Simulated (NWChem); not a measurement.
Molecule: InHI$_{2}$; SMILES [I][InH][I]

Program: NWChem. Coordinates come from a PBE0/def2-SVP optimisation. Not confirmed as a minimum by frequencies. def2 effective core potentials on In, I; no spin-orbit coupling.

Diagonal of the polarisability tensor at CAM-B3LYP/def2-SVPD, static: 149.40, 80.96, 106.63 bohr³.

Task: Find the mean polarisability volume, the molar refraction, and the refractive index that an ideal gas of it would have at 273.15 K and 1 atm.

Result: 
1. Mean: one third of the trace = 112.33 bohr³ × 0.14818 Å³/bohr³ = 16.65 Å³.
2. Molar refraction (Lorentz-Lorenz): (4π/3) N_A α = 42.0 cm³/mol.
3. Number density p/kT = 2.687 × 10⁻⁵ Å⁻³; n − 1 = 2π N α = 28.10 × 10⁻⁴.
4. These hold the electronic response alone: vibrational and orientational terms add to the static dielectric constant.
